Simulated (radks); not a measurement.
The numbers below are computed, except where a source is named.
Question: The mean radii <r> (bohr) of the occupied orbitals of an atom or ion are listed with their occupations. Level of theory: scalar-relativistic Kohn-Sham, r2SCAN, spin-polarised, spherical densities, finite nucleus; meta-GGA in the generalised Kohn-Sham scheme; Fermi nuclear charge, rms radius of each element as measured or else 0.836 A^(1/3) + 0.57 fm (a radial shooting solver on a logarithmic mesh with Libxc functionals).

| orbital | occ. | <r> |
|---|---|---|
| 1s up | 1 | 0.02001 |
| 1s down | 1 | 0.02001 |
| 2s up | 1 | 0.08486 |
| 2s down | 1 | 0.08486 |
| 2p up | 3 | 0.07542 |
| 2p down | 3 | 0.07542 |
| 3s up | 1 | 0.2207 |
| 3s down | 1 | 0.2206 |
| 3p up | 3 | 0.2201 |
| 3p down | 3 | 0.2201 |
| 3d up | 5 | 0.1999 |
| 3d down | 5 | 0.1999 |
| 4s up | 1 | 0.4981 |
| 4s down | 1 | 0.4981 |
| 4p up | 3 | 0.5285 |
| 4p down | 3 | 0.5285 |
| 4d up | 5 | 0.5719 |
| 4d down | 5 | 0.5721 |
| 5s up | 1 | 1.231 |
| 5s down | 1 | 1.236 |
| 5p up | 3 | 1.465 |
| 5p down | 3 | 1.465 |
| 4f up | 7 | 0.7993 |
| 6s up | 1 | 3.596 |
| 4f down | 6 | 0.8068 |

Name the element and its charge. Open shells, if any, are filled with parallel spins first.

Answer: Z = 69, thulium, charge +1: Tm+ in [Xe] 4f13 6s1. The 1s radius gives Z: for a bare nucleus <r> = (2 gamma + 1)/(2Z) with gamma = sqrt(1 - (Z/c)^2), 0.01977 bohr for Z = 69, and screening makes it slightly larger (0.02001 here). The occupations add up to 68, and the charge is Z minus that.
